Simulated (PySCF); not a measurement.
SnOBr2, SMILES [O]=[Sn]([Br])[Br]. Atoms are numbered in the order given.

```xyz
4

Sn     0.0000     0.0000    -0.7108
O      0.0000     0.0000    -2.5594
Br     0.0000    -1.9840     0.8002
Br     0.0000     1.9840     0.8002
```
Charge 0, spin multiplicity 1.

Coordinates come from a B3LYP-D3(BJ)/def2-SVP optimisation. The def2 effective core potentials stand for the cores of Sn; spin–orbit coupling is left out.

All values below come from PBE/def2-TZVP run with PySCF.

ESP charges are fitted to the potential on shells at 1.4 to 2.0 van der Waals radii. Atomic charges (e):

```csv
atom,Mulliken,ESP fit,Löwdin
Sn1,0.95,0.56,0.15
O2,-0.52,-0.40,-0.35
Br3,-0.22,-0.08,0.10
Br4,-0.22,-0.08,0.10
```
